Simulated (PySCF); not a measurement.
## Correlation energy of Br(3+) (bromine, charge +3)

[Ar] 3d10 4s2 4p2, high-spin 3P determinant. All numbers are calculated (PySCF 2.14, the spin-free X2C one-electron Hamiltonian (Gaussian nucleus), in x2c-TZVPPall (6s5p4d1f, 48 functions)). Frozen: [Ne]; 22 electrons correlated.

```csv
level,correlation energy (mhartree)
CCSD,-240.72
(T),-5.00
CCSD(T),-245.72
```

Diagnostics: T1 = 0.0039, D1 = 0.0170, largest double amplitude 0.088.

Cost of the coupled-cluster step: roughly 4 core-seconds, for 22 correlated electrons.

This basis was not built for core-valence correlation, so the inner-shell part is incomplete.
